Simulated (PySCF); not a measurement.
ClH6SbSi2, SMILES [Cl][Sb]([SiH3])[SiH3]. Heavy atoms are numbered as in [Sb:1]([Cl:2])([SiH3:3])[SiH3:7]. Hydrogens are named by the atom that carries them.

The structure is a stationary point at B3LYP-D3(BJ)/def2-SVP. The def2 effective core potentials stand for the cores of Sb; spin–orbit coupling is left out.

Calculation: PBE/def2-TZVP in PySCF.

ESP charges are fitted to the potential on shells at 1.4 to 2.0 van der Waals radii. Atomic charges (e), one atom of each kind:

```json
[
 {"atom": "Sb1", "Mulliken": "0.36", "Löwdin": "0.13", "ESP fit": "[?]"},
 {"atom": "Cl2", "Mulliken": "-0.33", "Löwdin": "-0.06", "ESP fit": "[?]"},
 {"atom": "Si3 (SiH3)", "Mulliken": "-0.01", "Löwdin": "0.04", "ESP fit": "[?]"},
 {"atom": "H on Si3", "Mulliken": "0.00", "Löwdin": "-0.03", "ESP fit": "[?]"}
]
```

Question: Some entries are withheld; supply them. (An estimate is asked for; the answer gives what the named calculation found.)

Answer: 
- Sb1, ESP fit: 0.14
- Cl2, ESP fit: -0.21
- Si3 (SiH3), ESP fit: 0.11
- H on Si3, ESP fit: -0.02
